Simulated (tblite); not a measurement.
Run record: tight-binding relaxation, `C[AsH][GaH][C](C)(C)C`.

Computed with GFN2-xTB geometry optimisation, gas phase (tblite 0.8.0). Start geometry: from a force field or distance geometry. The input is one job of a driver script: a line of settings, then coordinates in Å.

Command:
```bash
OMP_NUM_THREADS=1 python probes_run.py task.json out
```

Input:
```
{"job": {"kind": "relax", "xc": "GFN2-xTB", "basis": "xTB"}, "charge": 0, "multiplicity": 1}
C      3.552600     0.359900    -0.438700
As     2.703100    -1.425600    -0.503300
Ga     0.333300    -1.134900     0.006800
C     -1.246500    -0.004400    -0.007700
C     -0.754100     1.399200     0.139900
C     -2.051800    -0.274000    -1.237400
C     -2.154200    -0.289900     1.180800
H      2.773100     1.144200    -0.263900
H      4.075400     0.475300    -1.399100
H      4.321400     0.395000     0.353500
H      3.545800    -2.332200     0.469000
H      0.536900    -1.215300     1.671800
H     -1.053800     1.812500     1.133000
H     -1.070500     2.064200    -0.687100
H      0.362300     1.373800     0.136300
H     -2.436400    -1.315700    -1.147100
H     -2.963000     0.365600    -1.279400
H     -1.480500    -0.156700    -2.170500
H     -1.641800    -1.092400     1.767600
H     -3.113200    -0.702500     0.861500
H     -2.247100     0.570700     1.877400
```

Task: Estimate the output.

Result: 
```
step      E/eV     max force
  0    -579.52070    2.956
  1    -579.92368    2.531
  2    -580.34794    1.540
  3    -580.56699    1.152
  4    -580.74148    1.067
  5    -580.81076    0.600
  6    -580.86532    0.505
  7    -580.90716    0.562
  8    -580.94995    0.754
  9    -580.98721    0.548
... (211 lines left out)
221    -581.71735    0.033
222    -581.71750    0.028
223    -581.71764    0.026
224    -581.71778    0.027
225    -581.71792    0.025
226    -581.71805    0.024
227    -581.71817    0.029
228    -581.71828    0.026
229    -581.71836    0.018
230    -581.71840    0.009
```

«max force» is the largest atomic force in eV/Å.

Task: From which step on does the largest force stay under 0.1 eV/Å, and how much energy is left to gain from there?

Result: From step 195 (0.075 eV/Å), 9.1 meV above the end.

Main results: energy lowered by 50.7 kcal/mol over 230 steps; largest atomic force 0.009 eV/Å at the end.

Task: How long does this job take on one thread of an Arm Neoverse N1, shared host with 64 logical CPUs at a one-minute load of 61?

Result: About 3.5 s.
Labels such as C1 count atoms from 1, the log's own numbers from 0.
